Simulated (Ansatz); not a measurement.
Born–Oppenheimer molecular dynamics of H2O3Si (6 atoms, charge 0, multiplicity 1). It starts from a relaxed structure.

These are results of RKS PBE0-D4/def2-SVP in Ansatz 0.2.0, not measurements.

* ensemble: NVE (velocity Verlet)
* time step: 0.5 fs
* steps asked: 300
* starting velocities drawn for: 200 K
* seed: 461058

First frame:

```xyz
6
Properties=species:S:1:pos:R:3
O -0.328 -1.664 1.097
Si -0.209 -0.382 0.288
O 1.132 0.217 -0.439
O -1.388 0.691 -0.041
H 1.928 -0.316 -0.333
H -1.135 1.454 -0.572
```

Task: How far do the bonds stretch over the last three quarters of this one trajectory? (Pairs bonded in most of those frames.)

Result: 
```
  bond  mean (Å)  spread (Å)  shortest  longest
O1–Si2     1.522       0.004      1.51     1.53
Si2–O3     1.639       0.009      1.62     1.65
Si2–O4     1.628       0.003      1.62     1.63
 O3–H5     0.967       0.025      0.93     1.00
 O4–H6     0.964       0.006      0.95     0.97
```

Mean temperature of the second half: 100 K. The conserved energy stayed within 0.21 meV per atom of its start (net change 0.058 meV per atom), so the integration is sound. The temperature averaged 0.50 of the 200 K drawn at the start: a run that starts near a minimum puts about half its kinetic energy into the potential. A run of 0.15 ps of so small a system gives no equilibrium averages.

The run took 7.1 min on 1 thread of Arm Neoverse V1, on a shared host, peak memory 0.11 GiB.
